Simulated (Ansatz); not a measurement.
A nudged elastic band was laid between two geometries of BFH₄OSi (8 atoms, charge 0, multiplicity 1).

Method: RKS PBE0/def2-SVP (Ansatz 0.2.0).

| Quantity | Value |
| --- | --- |
| movable images | 7 |
| climbing image | yes |
| spring | 5.0 eV/Å² |
| optimiser | quadratic models (default) |
| start path | through a guess of the saddle point |
| force threshold | 0.05 eV/Å |
| iteration limit | 57 |
| end points | relaxed |

Initial state:

```xyz
8
Properties=species:S:1:pos:R:3
O 1.713 0.486 -0.900
B 1.022 -0.229 0.008
F 1.734 -1.073 0.748
Si -0.993 -0.107 0.317
H 1.166 1.084 -1.419
H -1.287 0.337 1.716
H -1.617 0.880 -0.626
H -1.646 -1.436 0.101
```

Final state:

```xyz
8
Properties=species:S:1:pos:R:3
O 1.715 0.485 -0.902
B 1.022 -0.228 0.006
F 1.732 -1.073 0.747
Si -0.994 -0.105 0.318
H 1.168 1.084 -1.419
H -1.617 0.901 -0.603
H -1.286 0.307 1.725
H -1.647 -1.429 0.073
```

What changes between the two ends?

No bond is made or broken.  The two ends are copies of one structure, up to a mirror image or an exchange of like atoms.

What energy profile does the band end with?

The forces met the threshold. The highest image is number 4 of 0 to 8, 2.54 eV above the ends, which have the same energy within 2 meV. Neighbouring images differ by up to 1.5 eV, so the band resolves the path poorly. A vibrational analysis at the climbing image gives one clearly imaginary mode, 607i cm⁻¹: a first-order saddle point.

| image | path coordinate (Å) | energy (eV) |
| --- | --- | --- |
| 0 | 0.00 | 0.00 |
| 1 | 0.99 | 0.01 |
| 2 | 1.98 | 0.76 |
| 3 | 2.97 | 2.22 |
| 4 | 3.96 | 2.54 |
| 5 | 4.97 | 2.21 |
| 6 | 5.98 | 0.75 |
| 7 | 6.99 | 0.01 |
| 8 | 8.00 | 0.00 |

What is the geometry of the highest image?


```xyz
8
Properties=species:S:1:pos:R:3
O 1.522 0.606 -0.720
B 0.967 -0.371 0.031
F 1.731 -1.462 0.167
Si -0.780 -0.581 1.124
H 0.993 1.401 -0.812
H -1.152 1.039 0.182
H -1.818 0.624 0.058
H -1.371 -1.314 -0.088
```

The run took 8.4 min on 1 thread of Arm Neoverse V1 (shared host), peak memory 0.15 GiB.
